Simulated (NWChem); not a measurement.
# C₂H₇S cation; SMILES C[SH+]C

```xyz
10

C      0.5198     0.0017    -1.4369
S     -0.5944     0.0712     0.0000
C      0.5198     0.0017     1.4369
H      1.2387    -0.8328    -1.3428
H     -0.1229    -0.1122    -2.3312
H      1.0359     0.9801    -1.4761
H     -1.0316    -1.2289     0.0000
H      1.2387    -0.8328     1.3428
H     -0.1229    -0.1122     2.3312
H      1.0359     0.9801     1.4761
```
Atoms are numbered in this order, from 1.

Coordinates come from a PBE-D3(BJ)/def2-SVP optimisation.

Symmetry labels are those of Cs in the frame above (b1 and b2, or b-type labels, depend on it).

List the 6 lowest vertical singlet excitations from BHandHLYP/6-31G* (spherical d), full TDDFT (NWChem).


| state | energy (eV) | oscillator strength | symmetry | leading excitation (squared amplitude) |
|---|---|---|---|---|
| S1 | 8.48 | 0.056 | a' | HOMO → LUMO (0.95) |
| S2 | 8.84 | 0.098 | a" | HOMO → LUMO+1 (0.93) |
| S3 | 10.12 | 0.022 | a' | HOMO → LUMO+2 (0.92) |
| S4 | 10.20 | 0.051 | a" | HOMO−1 → LUMO (0.67) |
| S5 | 10.65 | 0.030 | a' | HOMO−1 → LUMO+1 (0.76) |
| S6 | 10.85 | 0.142 | a" | HOMO−2 → LUMO+1 (0.57) |
